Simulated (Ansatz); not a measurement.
Consider the redistribution: `CN([SiH2]O)[SiH2]Cl` + `CN([SiH2]O)[SiH](O)F` → `CN([SiH2]Cl)[SiH](O)F` + `CN([SiH2]O)[SiH2]O`.

Calculated with Ansatz (gas phase, PBE0-D4/def2-TZVP geometries, no zero-point term in ΔE). CCSD(T)/CBS is the MP2 limit (def2-TZVPP, def2-QZVPP) plus CCSD(T) − MP2 in def2-TZVPP, frozen cores. DFT in def2-TZVPP. B3LYP here is the variant with VWN-RPA as its local correlation; programs differ in this. One conformer a species, not always the lowest.

(1) Is it downhill or uphill in electronic energy at CCSD(T)/CBS, and by how much? (An estimate is asked.)

(2) What do these levels give: PBE-D4, PBE0-D4, B3LYP-D4, ωB97X-V, B2PLYP, PBE, r2SCAN, HF/def2-TZVPP, SCS-MP2/def2-TZVPP, MP2/def2-QZVPP, MP2/CBS(def2), CCSD/CBS(def2)? (An estimate is asked.)

Largest T1 diagnostic among the species: 0.011.

Answers

(1) Computed: Nearly level: ΔE = +2.6 kJ/mol.

(2) The calculation gave: PBE-D4 1.3, PBE0-D4 2.2, B3LYP-D4 3.0, ωB97X-V 2.9, B2PLYP 3.1, PBE 1.4, r2SCAN 2.8, HF/def2-TZVPP 4.8, SCS-MP2/def2-TZVPP 3.1, MP2/def2-QZVPP 2.9, MP2/CBS(def2) 2.9, CCSD/CBS(def2) 3.0 kJ/mol.
